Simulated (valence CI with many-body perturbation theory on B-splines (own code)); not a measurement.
Sm30+: electric-dipole lines

Level of theory: relativistic CI+MBPT: four valence electrons over a frozen Dirac-Fock core [Ar] 3d10, a basis of 11 s, 11 p, 9 d, 7 f, 5 g, 2 h, 1 i functions for each j, with the one-electron correlation potential Σ1 (screened to all orders), the two-electron term Σ2, the three-electron term Σ3, Breit, model QED; selected single and double excitations, second order for the rest (own B-spline code, finite nucleus).

The last digits are not significant, and no measured levels were compared; by estimate large intervals hold to a few tenths of a per cent, small ones and those within an open d or f shell to about a per cent.

Lines 51 to 100 of 214 in falling wavelength, among levels below 2307700 cm⁻¹, chosen from the strongest by gf and those to the six lowest levels. Wavelengths and rates use the calculated energies. Electric multipoles are in the length gauge, E1 and E2 with the static RPA response of the core. Weak lines are less certain than strong ones. Lines between different terms over intervals too small for the method are left out, as are lines whose strength nearly cancels. Where a level lies close to another of its J and parity, the split of strength between their lines is uncertain. The highest levels of a list are the least certain.

Levels are named by their leading jj configuration (3d3/2^4 stands for four electrons in 3d with j = 3/2), which in mixed levels can hold well under half, so a name can repeat and another be missing. Letters in brackets count levels of one name in rising energy.

| λ vac (Å) | Upper | Lower | A (s⁻¹) | log gf | Branch % |
| --- | --- | --- | --- | --- | --- |
| 142.6 | (4p1/2^2 4p3/2^2) J=2 | (4s 4p1/2 4p3/2^2) J=2 [a] | 8.43e+09 | -0.89 | 7.9 |
| 139.7 | (4s^2 4p1/2 4d5/2) J=3 | (4s^2 4p3/2^2) J=2 | 1.28e+09 | -1.58 | 1.1 |
| 139.3 | (4s 4p1/2 4p3/2 4d3/2) J=2 [a] | (4s 4p1/2 4p3/2^2) J=2 [b] | 4.85e+09 | -1.15 | 9.9 |
| 139.2 | (4s^2 4p1/2 4d3/2) J=1 | (4s^2 4p3/2^2) J=2 | 1.76e+09 | -1.81 | 0.3 |
| 136.4 | (4s^2 4p1/2 4d5/2) J=2 | (4s^2 4p3/2^2) J=2 | 1.13e+09 | -1.80 | 0.4 |
| 131.5 | (4s 4p1/2 4p3/2^2) J=2 [a] | (4s^2 4p1/2 4p3/2) J=2 | 3.20e+08 | -2.38 | 2.4 |
| 127.9 | (4p1/2 4p3/2^3) J=1 | (4s 4p1/2 4p3/2^2) J=1 [b] | 1.38e+10 | -0.99 | 10.2 |
| 127.2 | (4s 4p1/2 4p3/2^2) J=2 [a] | (4s^2 4p1/2 4p3/2) J=1 | 1.24e+10 | -0.82 | 92.1 |
| 123.7 | (4s 4p1/2 4p3/2 4d5/2) J=2 [a] | (4s 4p1/2 4p3/2^2) J=2 [b] | 2.42e+10 | -0.56 | 21.4 |
| 123.3 | (4s 4p1/2 4p3/2^2) J=3 | (4s^2 4p1/2 4p3/2) J=2 | 8.16e+09 | -0.89 | 58.0 |
| 123.1 | (4s 4p1/2^2 4d3/2) J=2 | (4s 4p1/2^2 4p3/2) J=1 | 5.84e+09 | -1.18 | 14.9 |
| 119.6 | (4s 4p1/2 4p3/2 4d5/2) J=3 [c] | (4s^2 4p1/2 4d5/2) J=2 | 1.61e+10 | -0.62 | 3.6 |
| 119.1 | (4s 4p1/2 4p3/2 4d3/2) J=3 [b] | (4s 4p1/2 4p3/2^2) J=2 [b] | 2.41e+10 | -0.44 | 30.1 |
| 119.1 | (4s 4p1/2 4p3/2 4d5/2) J=4 [c] | (4s^2 4p1/2 4d5/2) J=3 | 8.17e+09 | -0.81 | 5.5 |
| 119.0 | (4s 4p3/2^3) J=2 | (4s^2 4p3/2^2) J=2 | 3.57e+10 | -0.42 | 67.7 |
| 118.7 | (4s 4p1/2 4p3/2 4d5/2) J=3 [d] | (4s^2 4p1/2 4d5/2) J=2 | 5.37e+10 | -0.10 | 41.1 |
| 117.1 | (4s^2 4p1/2 4d3/2) J=2 | (4s^2 4p1/2 4p3/2) J=2 | 1.28e+10 | -0.88 | 83.0 |
| 116.6 | (4s 4p1/2 4p3/2 4d5/2) J=2 [b] | (4s 4p1/2 4p3/2^2) J=2 [b] | 9.16e+09 | -1.03 | 3.9 |
| 116.5 | (4s 4p1/2 4p3/2 4d5/2) J=4 [d] | (4s^2 4p1/2 4d5/2) J=3 | 5.26e+10 | -0.02 | 86.6 |
| 116.4 | (4s 4p1/2 4p3/2 4d5/2) J=3 [d] | (4s^2 4p1/2 4d5/2) J=3 | 8.27e+09 | -0.93 | 6.3 |
| 116.1 | (4p1/2 4p3/2^3) J=2 | (4s^2 4p1/2 4d3/2) J=2 | 4.56e+10 | -0.34 | 39.6 |
| 115.7 | (4s 4p3/2^3) J=1 | (4s^2 4p3/2^2) J=0 | 1.39e+10 | -1.08 | 3.8 |
| 115.3 | (4s 4p1/2 4p3/2 4d3/2) J=2 [c] | (4s^2 4p1/2 4d3/2) J=1 | 5.78e+10 | -0.24 | 11.0 |
| 115.2 | (4s 4p1/2 4p3/2 4d5/2) J=1 [a] | (4s^2 4p1/2 4d5/2) J=2 | 1.39e+10 | -1.08 | 6.3 |
| 113.7 | (4s 4p1/2 4p3/2 4d3/2) J=0 [b] | (4s^2 4p1/2 4d3/2) J=1 | 5.84e+10 | -0.95 | 12.4 |
| 113.7 | (4s^2 4p1/2 4d3/2) J=2 | (4s^2 4p1/2 4p3/2) J=1 | 4.75e+08 | -2.34 | 3.1 |
| 112.5 | (4s 4p1/2 4p3/2^2) J=1 [a] | (4s^2 4p1/2 4p3/2) J=2 | 3.68e+07 | -3.68 | 0.0 |
| 112.3 | (4s 4p1/2 4p3/2^2) J=0 | (4s^2 4p1/2 4p3/2) J=1 | 7.06e+10 | -0.87 | 100.0 |
| 112.2 | (4s 4p1/2 4p3/2 4d5/2) J=2 [a] | (4s^2 4p1/2 4d3/2) J=2 | 2.07e+10 | -0.71 | 18.3 |
| 111.5 | (4s 4p1/2^2 4p3/2) J=1 | (4s^2 4p1/2^2) J=0 | 8.13e+10 | -0.34 | 83.7 |
| 110.9 | (4s 4p1/2 4p3/2 4d5/2) J=2 [c] | (4s^2 4p1/2 4d5/2) J=2 | 1.09e+10 | -1.00 | 3.2 |
| 110.8 | (4s 4p1/2^2 4d3/2) J=2 | (4s 4p1/2^2 4p3/2) J=2 | 3.18e+09 | -1.53 | 8.1 |
| 110.6 | (4p1/2 4p3/2^3) J=2 | (4s 4p1/2 4p3/2^2) J=3 | 2.90e+10 | -0.57 | 25.1 |
| 110.4 | (4s 4p1/2 4p3/2 4d5/2) J=1 [b] | (4s^2 4p1/2 4d5/2) J=2 | 6.94e+10 | -0.42 | 20.4 |
| 110.2 | (4p1/2^2 4p3/2^2) J=0 | (4s 4p1/2^2 4p3/2) J=1 | 1.13e+11 | -0.69 | 68.5 |
| 110.2 | (4s 4p1/2^2 4d3/2) J=1 | (4s 4p1/2^2 4p3/2) J=2 | 3.29e+09 | -1.75 | 15.2 |
| 110.0 | (4s 4p1/2 4p3/2 4d3/2) J=1 [d] | (4s 4p1/2 4p3/2^2) J=2 [b] | 3.09e+10 | -0.77 | 6.7 |
| 109.7 | (4s 4p1/2 4p3/2 4d5/2) J=2 [d] | (4s^2 4p1/2 4d5/2) J=2 | 8.86e+09 | -1.10 | 2.7 |
| 109.3 | (4s 4p1/2 4p3/2 4d5/2) J=3 [e] | (4s^2 4p1/2 4d5/2) J=3 | 7.77e+10 | -0.01 | 24.5 |
| 109.3 | (4s 4p1/2 4p3/2^2) J=1 [a] | (4s^2 4p1/2 4p3/2) J=1 | 1.01e+11 | -0.27 | 63.9 |
| 109.1 | (4s 4p1/2 4p3/2 4d3/2) J=1 [d] | (4s 4p1/2 4p3/2^2) J=1 [b] | 4.33e+10 | -0.63 | 9.4 |
| 109.1 | (4s 4p1/2 4p3/2 4d5/2) J=2 [c] | (4s^2 4p1/2 4d3/2) J=1 | 9.69e+09 | -1.06 | 2.9 |
| 108.7 | (4s 4p1/2 4p3/2 4d5/2) J=1 [b] | (4s^2 4p1/2 4d3/2) J=1 | 1.88e+10 | -1.00 | 5.5 |
| 108.4 | (4s 4p1/2 4p3/2 4d3/2) J=3 [b] | (4s^2 4p1/2 4d3/2) J=2 | 3.87e+10 | -0.32 | 48.3 |
| 108.4 | (4s 4p3/2^3) J=1 | (4s^2 4p3/2^2) J=2 | 8.42e+10 | -0.35 | 22.8 |
| 108.0 | (4s 4p1/2 4p3/2 4d5/2) J=3 [d] | (4s 4p1/2 4p3/2^2) J=2 [b] | 7.43e+09 | -1.04 | 5.7 |
| 107.7 | (4s 4p1/2 4p3/2 4d5/2) J=2 [d] | (4s^2 4p1/2 4d5/2) J=3 | 1.60e+11 | 0.14 | 48.3 |
| 107.6 | (4s 4p1/2 4p3/2^2) J=1 [b] | (4s^2 4p1/2 4p3/2) J=2 | 1.82e+11 | -0.02 | 60.2 |
| 107.2 | (4s 4p1/2 4p3/2 4d5/2) J=2 [e] | (4s^2 4p1/2 4d5/2) J=2 | 8.61e+10 | -0.13 | 15.3 |
| 106.9 | (4s 4p1/2 4p3/2 4d3/2) J=2 [c] | (4s 4p1/2 4p3/2^2) J=2 [b] | 2.23e+10 | -0.72 | 4.2 |
